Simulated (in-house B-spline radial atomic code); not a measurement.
Values are calculated unless marked as measured or tabulated.
K in an electron gas of r_s = 2: phase shifts, screening, friction and resistivity

A nucleus sits in a uniform electron gas with a rigid positive background. The Kohn-Sham equations are solved self-consistently in the spin-unpolarised LDA (PW92), non-relativistic, on B-splines with outgoing waves at the boundary and partial waves to l = 8. The model has no lattice, no bands and no magnetic solution. Atomic units; δ_l are the phase shifts at the Fermi level, counted so that each bound state adds π, and good to about 0.0005.

The density parameter is r_s = 2 bohr, near that of the valence electrons of Si (4 per atom, density 2.33 g/cm³, mass 28.09 u, which gives r_s = 2.01).

| l | δ_l (rad) |
| --- | --- |
| 0 | 8.1523 |
| 1 | 5.6656 |
| 2 | 0.8618 |
| 3 | 0.0430 |
| 4 | 0.0071 |
| 5 | 0.0015 |
| 6 | 0.0002 |
| 7 | 0.0001 |
| 8 | 0.0000 |

Bound levels below the band bottom (hartree): s -127.9, s -12.3, p -9.741, s -0.8113, p -0.2454.

Question: Check the Friedel sum rule, and say where the screening charge sits.

Answer: k_F = (9π/4)^(1/3)/r_s = 0.95958. The rule is Z = (2/π) Σ (2l + 1) δ_l. The terms are s 5.190, p 10.820, d 2.743, f 0.192 and 0.054 beyond, in all 18.999 against Z = 19. Bound states hold 6 s, 12 p, 0 d electrons, so the scattering states carry 1.00 in all; where a term is smaller than its bound count, the bound level has drawn weight out of the band.

Question: Find the transport cross section and the electronic stopping of a 2 keV K ion (mass 39.1 u).

Answer: σ_tr = (4π/k_F²) Σ (l + 1) sin²(δ_l − δ_(l+1)). The terms for l = 0 to 3 are 0.3710, 1.9833, 1.6001, 0.0052, all together 3.9598, so σ_tr = 13.647 × 3.9598 = 54.040 bohr². With n = 3/(4π r_s³) = 0.02984, the friction coefficient is Q = n k_F σ_tr = 1.5475. For v well below v_F = 0.960, dE/dx = Q v; with 24801 eV per u at v = 1, v = √(2000/(24801 × 39.1)) = 0.0454, so dE/dx = 0.07028 hartree/bohr = 36.1 eV/nm. The largest term couples the p and d waves.

Question: What residual resistivity would 1 atomic per cent of such centres give in a metal of this density?

Answer: Δρ = k_F n_i σ_tr/n in atomic units of 21.74 μΩ·cm. With one host atom per 4 electrons, n_i/n = 0.01/4, so Δρ = 0.9596 × 0.00250 × 54.040 × 21.74 = 2.82 μΩ·cm. This is an atom added to the gas, as on an interstitial site.

Question: On a substitutional site the background of one host ion, a sphere holding 4 charges, is taken out. The phase shifts for l = 0 to 4 become 7.7462, 5.3615, 0.0541, -0.0498, -0.0152. What follows?

Answer: The Friedel sum is now 15.01, for Z − 4 = 15. The sum in σ_tr is 1.8810, so σ_tr = 25.67 bohr² and Δρ = 1.34 μΩ·cm per atomic per cent, 0.48 times the value above. A real host ion scatters too, so this model doesn't give zero even for the host's own atom.
